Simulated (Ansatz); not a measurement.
AlFGeH5N, SMILES `[NH2][AlH][GeH2][F]`, relaxed with RKS PBE-D4/def2-SVP in Ansatz from a rough embedded geometry. The force threshold is 0.03 eV/Å; the program also tests the step.

The species carries charge 0 and has multiplicity 1.

Start:

```xyz
9

N    -1.089    1.819    0.319
Al   -0.821    0.026    0.659
Ge    0.996   -1.147   -0.464
F     2.470   -0.468   -0.020
H    -1.245    1.967   -0.723
H    -0.220    2.374    0.507
H    -1.787   -0.755    1.709
H     0.727   -1.142   -1.969
H     0.970   -2.674   -0.018
```

Question: By how much does the energy fall, and how many steps does the optimiser take? (Estimate.)

Answer: Ansatz gave: 0.93 eV, in 27 steps, 3 of them rejected.

Question: Which bonds change most? (Estimate.)

Answer: Ansatz gave: Ge3–F4 from 1.682 to 1.793 Å; N1–Al2 from 1.844 to 1.780 Å; Al2–Ge3 from 2.437 to 2.486 Å; N1–H5 from 1.063 to 1.026 Å.

Question: Give the relaxed structure. (Best estimate.)

Answer: The calculation gave: 
```xyz
9

N    -0.604    1.662    0.449
Al   -1.033   -0.058    0.605
Ge    0.791   -1.300   -0.540
F     1.789    0.107   -1.031
H     0.260    1.922   -0.041
H    -1.098    2.491    0.786
H    -2.351   -0.551    1.353
H     0.492   -2.065   -1.869
H     1.754   -2.209    0.289
```
